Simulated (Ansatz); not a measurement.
A run for Ansatz (a quantum-chemistry and plane-wave program): R-CCSD(T)/aug-cc-pV(T+d)Z on silanone (SMILES O=[SiH2]), atoms moved off the minimum. Files ending in .json are basis or fitting sets from the Basis Set Exchange.

Ansatz 0.2 input:
```yaml
crystal:
  periodic: [false, false, false]
  atoms:
    - {symbol: Si, position_ang: [-0.02497000, -0.42712716, -0.00391473]}
    - {symbol: O, position_ang: [-0.16710250, 0.99072349, -0.20373493]}
    - {symbol: H, position_ang: [-0.99990278, -1.49111630, -0.04919501]}
    - {symbol: H, position_ang: [1.46434230, -0.93105515, 0.21792980]}
basis:
  gaussian:
    orbitals: aug-cc-pV_T+d_Z.json
magnetization: {spin_polarized: false}
correlation: {method: ccsd_t, electrons: outside_noble_gas}
scf: {lower_state_search: off}
output: {forces: true}
```

Q: Give the final energy of this run.

A: -365.3696 hartree (reference determinant -364.9802, T1 diagnostic 0.019).

Q: How many basis functions does it have, and what does it roughly cost on one machine?

A: 147 functions; about 50 core-seconds (a rough figure).
